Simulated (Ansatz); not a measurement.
Species: C2H6I2O2Si, SMILES `CO[Si](I)(I)OC` (C–O–Si–I torsion 180°, I–Si–O–C torsion -62°) (charge 0, multiplicity 1).

**Question.** Give a relaxed geometry from PBE0-D3(BJ)/def2-SVP (Ansatz, a first-principles code).

**Answer.** Several could match; the one computed here: the end point of this relaxation, one of several conformers (outside a Z-matrix the atoms follow the SMILES, hydrogens last).
Bond lengths (Å): C1–O2 1.410, C1–H8 1.103, C1–H9 1.099, C1–H10 1.102, O2–Si3 1.631, Si3–I4 2.427, Si3–I5 2.452, Si3–O6 1.639, O6–C7 1.405, C7–H11 1.099, C7–H12 1.104, C7–H13 1.103. Angles (°): O2–C1–H8 111.2, O2–C1–H9 108.0, O2–C1–H10 111.3, H8–C1–H9 108.6, H8–C1–H10 108.8, H9–C1–H10 108.9, C1–O2–Si3 126.1, O2–Si3–I4 107.5, O2–Si3–I5 110.5, O2–Si3–O6 109.0, I4–Si3–I5 110.4, I4–Si3–O6 110.9, I5–Si3–O6 108.4, Si3–O6–C7 127.7, O6–C7–H11 108.2, O6–C7–H12 111.4, O6–C7–H13 111.3, H11–C7–H12 108.7, H11–C7–H13 108.6, H12–C7–H13 108.7.
